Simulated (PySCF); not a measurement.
Species: C₇H₁₁B.
SMILES with atom numbers: `[CH:1]#[C:2][C@H:3]1[CH2:4][BH:5][CH2:6][CH2:7][CH2:8]1` (hydrogens: H9 on C1; H10 on C3; H11, H12 on C4; H13 on B5; H14, H15 on C6; H16, H17 on C7; H18, H19 on C8)

A PySCF run (density fitting, gas phase, GFN2-xTB geometry) gave HOMO -8.58 eV, LUMO 0.66 eV, dipole 0.69 D and E = -297.881 Eh.

**Question.** Which of these levels was it?
A. PBE0/pcSseg-1
B. CAM-B3LYP/6-31G
C. X3LYP/IGLO-II
D. BHandHLYP/def2-SVP
E. PBE0/6-31G*

**Answer.** B. It is CAM-B3LYP/6-31G. All candidates on this geometry:

```tsv
level and settings	kind	basis functions	SCF cycles	E (Eh)	HOMO (eV)	LUMO (eV)	dipole (D)
X3LYP/IGLO-II, grid level 4, start guess huckel	global hybrid	242	12	-298.0717	-7.31	-1.09	0.83
PBE0/pcSseg-1	global hybrid	191	14	-297.7335	-7.53	-0.96	0.81
PBE0/6-31G*, damping 0.3 at the start, DIIS from the seventh cycle	global hybrid	134	12	-297.7637	-7.17	-0.59	0.73
BHandHLYP/def2-SVP	global hybrid	167	13	-297.7408	-8.53	0.23	0.74
CAM-B3LYP/6-31G, grid level 1, fitting basis def2-qzvpp-jkfit	range-separated hybrid	94	10	-297.8815	-8.58	0.66	0.69
```

The nearest other candidate, by the summed differences of HOMO and LUMO, is BHandHLYP/def2-SVP: its HOMO differs by +0.05 eV and its LUMO by -0.43 eV. Cycle counts include a coarse-grid stage where the run had one. All basis functions are spherical, in the Pople sets too.
